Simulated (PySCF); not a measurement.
C4H11N2PSi.
Bonds: C1–N2, N2–C3, C3–C4 (double), C4–N5, N5–C6, N5–P7, P7–Si8, N2–P7. Hydrogens: H9, H10, H11 on C1; H12 on C3; H13 on C4; H14, H15, H16 on C6; H17, H18, H19 on Si8.

Definitions: NICS(0) = −σiso at the ring centroid; NICS(1) = −σiso and NICS(1)zz = −σzz at ±1 Å along the ring normal z. Level: GIAO PBE0/pcSseg-1 (PySCF, non-relativistic, gas phase) on the GFN2-xTB geometry, one conformer.

Ring bond lengths (Å), with Mayer bond orders in brackets: N2–C3 1.405 (0.98), C3–C4 1.332 (1.80), C4–N5 1.405 (0.98), N5–P7 1.738 (0.87), P7–N2 1.738 (0.87).

Question: What do the NICS probes read (ppm)?

Answer: 
```
          ring                                                             type  NICS(0)  NICS(1), two faces  NICS(1)zz, two faces  rms pucker (Å)  centre to ring atoms, mean (Å)
N2–C3–C4–N5–P7  5-membered ring with 2 N and P; formal bonds 1 double, 4 single     -6.1         -3.1 / -1.2           -3.4 / -4.8            0.05                            1.29
```

Question: What can be read from them?

Answer: 
- N2–C3–C4–N5–P7: mean NICS(1)zz -4.1 ppm, shielded. A hydrogen on Si8, outside the ring, lies 2.07 Å from a NICS(1) probe.

Question: What are the shieldings of the ring atoms and their hydrogens in the same run (means over atoms taken as equivalent)?

Answer: 
```
   atoms                      environment  σ isotropic (ppm)  principal values of the symmetric part, first atom (ppm)
 N2 (×2)     nitrogen bonded to 2 C and P              218.3                                       151.1, 165.9, 338.2
 C3 (×2)  vinylic carbon bearing nitrogen               57.8                                        -33.1, 91.8, 114.7
      P7      three-coordinate phosphorus              212.2                                        89.6, 263.0, 284.1
H12 (×2)                 vinylic hydrogen              26.12                                          24.1, 26.7, 27.6
```

The run took 38 s wall on one thread, Arm Neoverse V2, no GPU (shared host). This is the whole shielding run at PBE0/pcSseg-1, SCF included.
